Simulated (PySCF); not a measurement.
# Correlation energy of Br⁺ (bromine, charge +1)

[Ar] 3d10 4s1 4p5, high-spin 3P determinant (an excited configuration). All numbers are calculated (PySCF 2.14, a scalar-relativistic core potential, in aug-cc-pVQZ-PP with ECP10MDF). Frozen: 3s2 3p6 3d10; 6 electrons correlated.

```csv
level,correlation energy (mhartree)
CCSD,-209.04
(T),-20.58
CCSD(T),-229.62
```

Diagnostics: T1 = 0.019, D1 = 0.0375, largest double amplitude 0.182.

A double-excitation amplitude exceeds 0.15, a sign of near-degeneracy.

Cost of the coupled-cluster step: of the order of 30 core-seconds, for 6 correlated electrons.
